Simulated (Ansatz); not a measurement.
C₉H₂₁In, SMILES `C[CH](C)[In]([CH](C)C)[CH](C)C`. Charge 0, multiplicity 1. In takes the def2 core potential. The geometry is a stationary point of PBE0-D4/def2-TZVP. It is one conformer, not always the lowest.

```xyz
31

C     0.112    1.834   -2.033
C     0.617    0.419   -1.778
C     2.129    0.340   -1.944
In   -0.020   -0.288    0.204
C     0.627    0.768    2.017
C     1.828    1.676    1.800
C    -0.552    1.540    2.600
C    -1.390   -2.001    0.297
C    -0.728   -3.245   -0.283
C    -2.686   -1.683   -0.437
H     0.516    2.547   -1.307
H    -0.979    1.905   -1.988
H     0.416    2.190   -3.027
H     0.151   -0.252   -2.507
H     2.650    0.971   -1.218
H     2.512   -0.678   -1.827
H     2.436    0.686   -2.941
H     0.903   -0.018    2.730
H     2.706    1.129    1.447
H     1.617    2.458    1.064
H     2.114    2.186    2.731
H    -1.407    0.894    2.821
H    -0.273    2.040    3.538
H    -0.900    2.326    1.922
H    -1.617   -2.183    1.352
H    -0.435   -3.097   -1.329
H     0.169   -3.540    0.269
H    -1.413   -4.104   -0.266
H    -2.507   -1.442   -1.490
H    -3.373   -2.540   -0.422
H    -3.221   -0.836    0.005
```

Q: What is the dipole moment at r2SCAN/def2-TZVPP? (Best estimate.)

A: Ansatz gave: 0.31 D, with components (-0.02, -0.23, 0.22) D in this frame, pointing from negative to positive charge.

Q: And with PBE, B3LYP, ωB97M-V? (Estimate.)

A: The calculation gave: PBE 0.32 D, B3LYP 0.34 D, ωB97M-V 0.34 D.

Q: Give the Mulliken charges with r2SCAN, ωB97M-V, B3LYP in def2-TZVPP. (Best estimate.)

A: Ansatz gave: 
```tsv
atom	r2SCAN	ωB97M-V	B3LYP
C1	-0.18	-0.34	-0.30
C2	-0.10	-0.30	-0.20
C3	-0.18	-0.34	-0.29
In4	0.53	0.63	0.72
C5	-0.08	-0.27	-0.18
C6	-0.18	-0.35	-0.27
C7	-0.18	-0.36	-0.31
C8	-0.08	-0.27	-0.18
C9	-0.17	-0.35	-0.30
C10	-0.18	-0.35	-0.30
H11	0.05	0.11	0.08
H12	0.04	0.11	0.08
H13	0.03	0.10	0.07
H14	0.02	0.11	0.07
H15	0.05	0.11	0.08
H16	0.04	0.11	0.08
H17	0.03	0.10	0.07
H18	0.02	0.11	0.06
H19	0.04	0.11	0.08
H20	0.04	0.11	0.08
H21	0.03	0.11	0.07
H22	0.05	0.11	0.09
H23	0.03	0.11	0.07
H24	0.04	0.11	0.08
H25	0.02	0.12	0.07
H26	0.05	0.12	0.08
H27	0.04	0.11	0.08
H28	0.03	0.10	0.07
H29	0.05	0.11	0.09
H30	0.03	0.10	0.07
H31	0.04	0.11	0.08
```

B3LYP here is the variant with VWN-RPA as its local correlation; programs differ in this.
